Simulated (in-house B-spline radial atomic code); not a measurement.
Successive ionisation energies of indium; each step leads to the configuration of the next row (after the last: [Ar] 3d10 4s2). Dirac energy differences include first-order Breit, QED and recoil terms. NIST's values go from ground level to ground level; the uncertainty of those that are theory runs from under 0.1 % in few-electron ions to several per cent in heavy many-electron ones. Computed with a radial B-spline atomic code at the basis-set limit: Dirac-Hartree-Fock, jj configuration that fills j = l - 1/2 first, finite nuclei.

A number in brackets counts the electrons of a j subshell.

| ion | configuration | ionisation energy (eV) | tabulated value (eV) | computed minus tabulated (eV) | highest orbital | largest mean radius (bohr) |
| --- | --- | --- | --- | --- | --- | --- |
| In | [Kr] 4d10 5s2 5p1/2(1) | 5.3 | 5.786356 | -0.5 | 5p1/2 | 3.6637 |
| In+ | [Kr] 4d10 5s2 | 17.0 | 18.87041 | -1.9 | 5s1/2 | 2.5828 |
| In2+ | [Kr] 4d10 5s1 | 26.6 | 28.04415 | -1.5 | 5s1/2 | 2.4198 |
| In3+ | [Kr] 4d10 | ? | ? | ? | ? | ? |
| In4+ | [Kr] 4d3/2(4) 4d5/2(5) | 72.2 | 69.3 | 2.9 | 4d5/2 | 1.1104 |
| In5+ | [Kr] 4d3/2(4) 4d5/2(4) | 91.0 | 90 | 1.0 | 4d5/2 | 1.0765 |
| In6+ | [Kr] 4d3/2(4) 4d5/2(3) | 110.8 | 109 | 1.8 | 4d5/2 | 1.0464 |
| In7+ | [Kr] 4d3/2(4) 4d5/2(2) | 131.5 | 130.1 | 1.4 | 4d5/2 | 1.0192 |
| In8+ | [Kr] 4d3/2(4) 4d5/2(1) | ? | ? | ? | ? | ? |
| In9+ | [Kr] 4d3/2(4) | 177.5 | 178 | -0.5 | 4d3/2 | 0.96306 |
| In10+ | [Kr] 4d3/2(3) | 200.7 | 201 | -0.3 | 4d3/2 | 0.94165 |
| In11+ | [Kr] 4d3/2(2) | 224.5 | 226 | -1.5 | 4d3/2 | 0.92208 |
| In12+ | [Kr] 4d3/2(1) | 249.2 | 249 | 0.2 | 4d3/2 | 0.90365 |
| In13+ | [Ar] 3d10 4s2 4p6 | 341.1 | 341 | 0.1 | 4p3/2 | 0.83224 |
| In14+ | [Ar] 3d10 4s2 4p1/2(2) 4p3/2(3) | 368.5 | 368 | 0.5 | 4p3/2 | 0.82105 |
| In15+ | [Ar] 3d10 4s2 4p1/2(2) 4p3/2(2) | ? | ? | ? | ? | ? |
| In16+ | [Ar] 3d10 4s2 4p1/2(2) 4p3/2(1) | 424.8 | 425 | -0.2 | 4p3/2 | 0.80079 |
| In17+ | [Ar] 3d10 4s2 4p1/2(2) | 461.2 | 462 | -0.8 | 4p1/2 | 0.77587 |
| In18+ | [Ar] 3d10 4s2 4p1/2(1) | 492.3 | 497.1 | -4.8 | 4p1/2 | 0.76595 |

Question: Fill in the row of In3+.

Answer: ionisation energy (eV): 54.4; tabulated value (eV): 55.45; computed minus tabulated (eV): -1.1; highest orbital: 4d5/2; largest mean radius (bohr): 1.1495.

Question: Fill in the row of In8+.

Answer: ionisation energy (eV): 153.0; tabulated value (eV): 156; computed minus tabulated (eV): -3.0; highest orbital: 4d5/2; largest mean radius (bohr): 0.99434.

Question: Fill in the row of In15+.

Answer: ionisation energy (eV): 396.4; tabulated value (eV): 396; computed minus tabulated (eV): 0.4; highest orbital: 4p3/2; largest mean radius (bohr): 0.81074.

Question: Where is the largest jump?

Answer: From In to In+, by a factor of 3.21 (5.3071 to 17.019 eV); the highest orbital goes from 5p1/2 to 5s1/2.

Question: How far is this level of theory from the measured and semi-empirical values?

Answer: Over those 6 rows the differences run from -4.81 to +2.88 eV (mean absolute value 2.1 eV). The calculation leaves out correlation and, in open shells, the multiplet splittings that an average leaves out.
